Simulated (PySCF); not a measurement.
Removing an electron from `CC(=O)O[SiH2][SiH2][GeH3]`

Species: C2H10GeO2Si2.
Geometry (PBE0-D3(BJ)/def2-SVP, Å), atoms numbered from 1 in this order:
```
atom  x, y, z in Å
C1     2.842   -0.380   -0.838
C2     1.524   -0.101   -0.185
O3     0.855    0.883   -0.393
O4     1.156   -1.071    0.653
Si5   -0.308   -1.081    1.565
Si6   -1.664    0.762    1.084
Ge7   -2.189    0.837   -1.241
H8     2.747   -1.275   -1.471
H9     3.148    0.478   -1.447
H10    3.599   -0.605   -0.073
H11   -0.970   -2.370    1.206
H12    0.126   -1.152    2.991
H13   -1.031    2.022    1.570
H14   -2.920    0.547    1.882
H15   -1.602    2.095   -1.898
H16   -3.717    0.832   -1.452
H17   -1.615   -0.409   -1.944
```

Level: B3LYP/def2-SVPD (PySCF). Frontier orbitals with their largest atomic shares (Löwdin; up to four atoms above 4 %):

```
orbital  ε (eV)                             main atoms
 HOMO−3   -8.80   Ge7 18 %, O4 13 %, O3 13 %, H16 11 %
 HOMO−2   -8.45   O3 23 %, Si6 18 %, O4 12 %, Ge7 10 %
 HOMO−1   -7.96   O3 38 %, Si6 18 %, Si5 13 %, H14 9 %
   HOMO   -7.65                                      ?
   LUMO   -0.58  Si5 27 %, Si6 14 %, Ge7 11 %, H12 8 %
 LUMO+1   -0.57      C2 36 %, O3 26 %, O4 11 %, C1 8 %
 LUMO+2   -0.23  Si6 25 %, Ge7 20 %, Si5 18 %, H15 7 %
```

Problem. What vertical ionisation energy does ΔSCF give, and how far is −ε(HOMO) from it?

Solution. ΔSCF: 9.50 eV (917 kJ/mol; threshold wavelength 130 nm); ⟨S²⟩ of the doublet left behind is 0.754, against 0.75 for a pure doublet. −ε(HOMO) is 7.65 eV, 1.85 eV below it. For the exact functional −ε(HOMO) would equal the first vertical ionisation energy; B3LYP (global hybrid, 20 % exact exchange) falls short of its own ΔSCF value by 19 %.

Problem. On which atoms does the HOMO lie?

Solution. Si6 (SiH2 silicon) 29 %, Ge7 (germanium bonded to Si and 3 H) 27 %, Si5 (oxygen-bound silicon) 13 %, H16 (Ge–H hydrogen) 6 %, so no atom holds as much as 40 %. The HOMO−1 lies 0.31 eV lower.

Problem. What total energies stand behind the ΔSCF value?

Solution. E(N) = -2888.20964 Eh and E(N − 1) = -2887.86036 Eh at the same geometry, 0.34928 Eh apart.

Problem. With α = 124.1 au, estimate the like-pair dispersion coefficient by London's formula C6 = (3/4)α²I.

Solution. I = 0.3493 Eh, so C6 ≈ 4030 au; the Casimir–Polder integral at the same level gives 5170 au, 1.28 times as much.

One conformer (not necessarily the lowest) at the PBE0-D3(BJ)/def2-SVP geometry, without solvent, vibrations or thermal averaging. The calculation is non-relativistic, for germanium too.
